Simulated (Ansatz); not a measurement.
Geometry optimisation, Ansatz 0.2.0, RKS PBE0/def2-SVP.

Input:

```yaml
crystal:
  periodic: [false, false, false]
  atoms:
    - { symbol: Al, position_ang: [-0.005805, 0.251261, -0.017863] }
    - { symbol: Cl, position_ang: [-0.009396, 0.482506, 2.171285] }
    - { symbol: H, position_ang: [1.409371, 0.277178, -0.709102] }
    - { symbol: H, position_ang: [-1.421518, 0.211525, -0.707942] }
    - { symbol: Br, position_ang: [0.110673, -3.166394, 1.120016] }
    - { symbol: H, position_ang: [0.094275, -2.083976, 2.160407] }
basis:
  gaussian: { orbitals: def2-SVP }
hamiltonian:
  xc: pbe0
relax:
  f_tol: 0.03
  max_steps: 50
```

Launched with:

```bash
$ ansatz run input.yaml --threads 1 --pin off --max-ram 2048MiB --backend cpu --events-out ev --progress --plain --runs-dir out
```

Q: Where does it end, and by what steps?

A: It converged. After 8 steps the energy has fallen by 0.225 eV; Br5 moved furthest, 0.56 Å. Joined: Al1–Br5 (3.60 → 2.81 Å).

```tsv
step	energy less start (eV)	largest force component (eV/Å)	accepted
0	0.0000	1.215	yes
1	-0.1263	0.198	yes
2	-0.1845	0.319	yes
3	-0.2160	0.267	yes
4	-0.2215	0.070	yes
5	-0.2235	0.090	yes
6	-0.2243	0.036	yes
7	-0.2253	0.045	yes
8	-0.2254	0.009	yes
```

```xyz
6
Properties=species:S:1:pos:R:3
Al 0.006 0.030 0.105
Cl -0.003 0.569 2.186
H 1.404 0.111 -0.629
H -1.401 0.021 -0.618
Br 0.093 -2.680 0.836
H 0.078 -2.079 2.137
```

Whether the end is a true minimum wasn't checked by a vibrational analysis.

Run time: 29 s on 1 thread of Arm Neoverse V2, on a shared host, peak memory 0.17 GiB.
